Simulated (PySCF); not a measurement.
Molfile (atoms numbered from 1):
```
C4H11ClOSi2
     RDKit          3D

 19 19  0  0  0  0  0  0  0  0999 V2000
    3.8179    0.3822   -0.9000 Si  0  0  0  0  0  4  0  0  0  0  0  0
    2.4167   -0.4110   -0.4765 O   0  0  0  0  0  0  0  0  0  0  0  0
    1.0521   -0.2648    0.4363 Si  0  0  1  0  0  4  0  0  0  0  0  0
    1.3369    1.3149    1.7645 Cl  0  0  0  0  0  0  0  0  0  0  0  0
   -0.4233    0.1433   -0.6278 C   0  0  0  0  0  0  0  0  0  0  0  0
   -1.6905    0.3110    0.1773 C   0  0  0  0  0  0  0  0  0  0  0  0
   -3.0371    0.0986   -0.4483 C   0  0  0  0  0  0  0  0  0  0  0  0
   -2.5139   -0.8873    0.5554 C   0  0  0  0  0  0  0  0  0  0  0  0
    4.5351   -0.4728   -1.8854 H   0  0  0  0  0  0  0  0  0  0  0  0
    3.4945    1.6986   -1.5263 H   0  0  0  0  0  0  0  0  0  0  0  0
    4.6779    0.5985    0.2989 H   0  0  0  0  0  0  0  0  0  0  0  0
    0.8797   -1.4990    1.2429 H   0  0  0  0  0  0  0  0  0  0  0  0
   -0.5363   -0.6650   -1.3721 H   0  0  0  0  0  0  0  0  0  0  0  0
   -0.1868    1.0591   -1.1980 H   0  0  0  0  0  0  0  0  0  0  0  0
   -1.6348    1.1037    0.9313 H   0  0  0  0  0  0  0  0  0  0  0  0
   -3.8576    0.7578   -0.1530 H   0  0  0  0  0  0  0  0  0  0  0  0
   -3.0631   -0.2059   -1.4987 H   0  0  0  0  0  0  0  0  0  0  0  0
   -2.1905   -1.8666    0.1898 H   0  0  0  0  0  0  0  0  0  0  0  0
   -2.9691   -0.9121    1.5488 H   0  0  0  0  0  0  0  0  0  0  0  0
  1  2  1  0
  2  3  1  0
  3  4  1  0
  3  5  1  0
  5  6  1  0
  6  7  1  0
  7  8  1  0
  8  6  1  0
  1  9  1  0
  1 10  1  0
  1 11  1  0
  3 12  1  1
  5 13  1  0
  5 14  1  0
  6 15  1  0
  7 16  1  0
  7 17  1  0
  8 18  1  0
  8 19  1  0
M  END
```

Geometry: PBE0-D3(BJ)/def2-SVP; GIAO absolute shieldings from PySCF 2.14, gas phase, non-relativistic, averaged over equivalent atoms.

At HF/pcSseg-1 (212 basis functions, 16 s wall time on 1 thread of an Intel Xeon 6975P-C, shared host):
```csv
atoms,σ (ppm)
Si3,398.0
Si1,436.6
O2,308.0
Cl4,963.9
C5,170.3
C7,186.8
C8,187.6
C6,192.1
H12,26.92
H9/H10/H11,27.21
H14,30.51
H16,31.15
H19,31.23
H15,31.30
H17,31.67
H18,31.77
H13,32.00
```

Task: Estimate the result of repeating the calculation with PBE0/pcSseg-1.

Result: 
```tsv
atoms	σ at PBE0/pcSseg-1	change
Si3	347.5	-50.5
Si1	389.2	-47.4
O2	287.6	-20.4
Cl4	901.6	-62.3
C5	158.1	-12.2
C7	176.7	-10.1
C8	177.4	-10.2
C6	180.4	-11.7
H12	25.87	-1.05
H9/H10/H11	26.27	-0.94
H14	29.80	-0.71
H16	30.70	-0.45
H19	30.77	-0.46
H15	30.68	-0.62
H17	31.25	-0.42
H18	31.30	-0.47
H13	31.37	-0.63
```

The largest change is at Cl4 (chlorine bonded to Si). Cost: 212 basis functions, 39 s wall time on 1 thread of an Intel Xeon 6975P-C, shared host. The order of the carbon signals is the same at both levels.
